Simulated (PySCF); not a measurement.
Level of theory: r2SCAN-D4/def2-TZVP // r2SCAN-D4/def2-SVP (PySCF 2.14.0). Isolated molecules, 0 K electronic values unless said otherwise. One relaxed conformer stands for a flexible species; it need not be the lowest. Excitations are Tamm–Dancoff values on a coarser integration grid. The basis has no diffuse functions, so Rydberg states are missing or too high.

Reference species (SMILES): `Bc1cccc(C(F)(F)F)c1` (neutral, multiplicity 1).

| Property | Value |
|---|---|
| HOMO | -7.27 eV |
| T1 excitation (TDA) | 3.44 eV |

Changed species: `c1(ccccc1B)C(F)(F)F`.

### Question
What does the change do to the HOMO and T1 excitation (TDA)?

### Answer
the HOMO rises by 0.62 eV, to -6.65 eV; the T1 excitation (TDA) goes up by 0.38 eV, to 3.82 eV.
